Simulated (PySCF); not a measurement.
NICS in one family of compounds.

Definitions: NICS(0) = −σiso at the ring centroid; NICS(1) = −σiso and NICS(1)zz = −σzz at ±1 Å along the ring normal z. Level: GIAO PBE0/pcSseg-1 (PySCF, non-relativistic, gas phase) on the GFN2-xTB geometries, one conformer each. Atom numbers follow the mapped SMILES.

Problem. Order these rings by mean NICS(1)zz, lowest (most negative) first (ppm).
A. ring C3–C4–N5–N6–C7 in `[SH:1][CH2:2][c:3]1[cH:4][n-:5][n:6][c:7]1[Cl:8]` (charge -1)
B. ring C4–C5–N6–N7–C8 in `[CH3:1][C@@H:2]([SH:3])[c:4]1[cH:5][n-:6][n:7][c:8]1[F:9]` (charge -1)
C. ring C3–C4–N5–N6–C7 in `[SH:1][CH2:2][c:3]1[cH:4][n:5][n-:6][cH:7]1` (charge -1)

Solution. C (-32.1), A (-29.6), B (-28.2).

```csv
SMILES,ring,NICS(0),NICS(1),NICS(1)zz,HOMA,rms pucker (Å),ring atoms with four or more neighbours
SCc1cn[n-]c1,5-membered ring with 2 N; formal bonds all aromatic,-11.7,-12.4,-32.1,0.94,0.00,0
SCc1c[n-]nc1Cl,5-membered ring with 2 N; formal bonds all aromatic,-12.2,-11.9,-29.6,0.96,0.00,0
C[C@@H](S)c1c[n-]nc1F,5-membered ring with 2 N; formal bonds all aromatic,-13.2,-11.5,-28.2,0.94,0.00,0
```

NICS(0) gives another order. The isotropic NICS(1) gives the same order. HOMA uses Krygowski's 1993 parameters. NICS(1) and NICS(1)zz are means over the two faces.
